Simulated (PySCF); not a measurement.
## How methods differ on the excitation energy of Cl+

Cl+ [Ne] 3s2 3p4 (3P) → Cl+ [Ne] 3s1 3p4 4s1 (5P), as a difference of total energies. All numbers are calculated (PySCF 2.14, the non-relativistic Hamiltonian (point nucleus), in aug-cc-pV(Q+d)Z (7s6p5d3f2g, 89 functions)). Correlated levels: valence: [Ne] frozen. The calculations carry no spin-orbit coupling.

```json
{"method": "UHF", "excitation energy (eV)": "25.388"}
{"method": "MP2 (valence)", "excitation energy (eV)": "25.698"}
{"method": "SCS-MP2 (valence)", "excitation energy (eV)": "25.913"}
{"method": "CCSD (valence)", "excitation energy (eV)": "25.574"}
{"method": "CCSD(T) (valence)", "excitation energy (eV)": "25.257"}
```

How much does correlation contribute at CCSD(T) (valence)?

25.257 − (25.388) = -0.131 eV, measured against UHF.

A first-order spin-orbit estimate (lowest level to lowest level, LS coupling) adds -0.006 eV.

The upper state lies above the first ionisation limit, where it may autoionise and the basis confines it. A Rydberg-like electron needs more diffuse functions than a valence basis has.

The promoted electron is Rydberg-like, and one or two diffuse shells describe it only roughly, which tends to raise the upper state.

The coupled-cluster amplitudes are large for the upper state (T1 above 0.03 or a double amplitude above 0.15), so a single reference is strained.
